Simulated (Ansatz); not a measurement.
**A ladder of methods for SnH3F (SMILES [F][SnH3])**

The species is SnH3F (5 atoms), meant as a singlet with charge 0. As SMILES, `[F][SnH3]`. The shape is that of a PBE0-D4/def2-TZVP optimisation.

```csv
atom,x (Å),y (Å),z (Å)
F,-1.2850,0.7183,1.0050
Sn,0.1004,-0.0659,-0.0790
H,-0.5284,-0.0548,-1.6591
H,0.3189,-1.6265,0.5606
H,1.4441,0.9552,0.1310
```

Each level gives the energy change with the Sn2–H4 bond stretched from 1.701 to 2.551 Å (eV). The values are calculated.

| level | kind | program | value (eV) | less FCI/STO-3G | CPU time (all runs) |
| --- | --- | --- | --- | --- | --- |
| BLYP/STO-3G (restricted) | GGA | Ansatz | 2.67 | -0.09 | 3.2 s |
| B3LYP/STO-3G (restricted) | global hybrid | Ansatz | 3.01 | +0.25 | 3.4 s |
| BHLYP/STO-3G (restricted) | global hybrid | Ansatz | 3.45 | +0.69 | 3.3 s |
| r2SCAN0/STO-3G (restricted) | hybrid meta-GGA | Ansatz | 3.26 | +0.50 | 7.5 s |
| B2PLYP/STO-3G (restricted) | double hybrid | Ansatz | 3.18 | +0.42 | 4.8 s |
| MP2/STO-3G (restricted) | perturbation theory | Ansatz | 3.36 | +0.60 | 0.98 s |
| CCSD(T)/STO-3G (restricted) | coupled cluster or CI | Ansatz | 2.77 | +0.01 | 1.1 s |
| CCSDT(Q)/STO-3G (restricted) | coupled cluster or CI | Ansatz | 2.76 | 0.00 | 1.7 s |
| FCI/STO-3G | exact in the basis | Ansatz | 2.76 | 0.00 | 22 s |

FCI/STO-3G is exact within its basis and frozen core, so for wave-function methods in that basis the difference is their error; functionals converge differently with the basis, so for them it is only a difference. All-electron rows without a relativistic Hamiltonian named are non-relativistic. The first shape isn't each level's own minimum. The values span 2.67 to 3.45 eV. All rows use very small basis sets, so none should be taken for the real molecule's value. In the correlated wave-function rows the outer d shell of Sn is correlated, in sets not made for it. In so small a basis fixed costs decide the times, and correlated methods can beat functionals. CPU times are rough (shared hosts, several kinds of processor and program).
